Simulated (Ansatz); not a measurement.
Stepwise reaction of `[OH][In]([OH])[Br]` with hydrogen chloride, as a gas-phase model of exchange steps in deposition or etching. ΔE in kJ/mol.

Program: Ansatz. Geometries: PBE0-D4/def2-TZVP. ΔE: electronic, gas phase. CBS: MP2 limit from def2 TZ/QZ plus the TZ coupled-cluster correction, frozen cores. This one scheme is used for every species. Functionals use def2-TZVPP. B3LYP here is the variant with VWN-RPA as its local correlation; programs differ in this. def2 core potentials past Kr. For Br, In outer-core shells are correlated without core-valence functions, which leaves a few kJ/mol of doubt a bond. Scalar relativity is left out up to krypton. One conformer a species, not always the lowest.

```
step                                                 reaction  PBE-D4  B3LYP-D4  ωB97M-V  CCSD(T)/CBS
   1  `[OH][In]([OH])[Br]` + HCl → `[OH][In]([Cl])[Br]` + H₂O   -82.8     -86.6    -87.7        -86.2
```

(1) Give the row of step 2, `[OH][In]([Cl])[Br]` + HCl → `[Cl][In]([Cl])[Br]` + H₂O. (Estimate.)

(2) By hand: ΔE of the 2 steps together at CCSD(T)/CBS.

Answers

(1) The calculation gave: 
| step | reaction | PBE-D4 | B3LYP-D4 | ωB97M-V | CCSD(T)/CBS |
| --- | --- | --- | --- | --- | --- |
| 2 | `[OH][In]([Cl])[Br]` + HCl → `[Cl][In]([Cl])[Br]` + H₂O | -79.3 | -83.7 | -84.7 | -83.3 |

(2) (-86.2) + (-83.3) = -169.5 kJ/mol, or -84.8 kJ/mol a step.

In ΔE the steps differ by no more than 2.9 kJ/mol. All are downhill at CCSD(T)/CBS. PBE-D4 differs from CCSD(T)/CBS by 3.4 to 4.0 kJ/mol a step. Isolated molecules leave out the surface, adducts and barriers. Largest T1 diagnostic: 0.014.
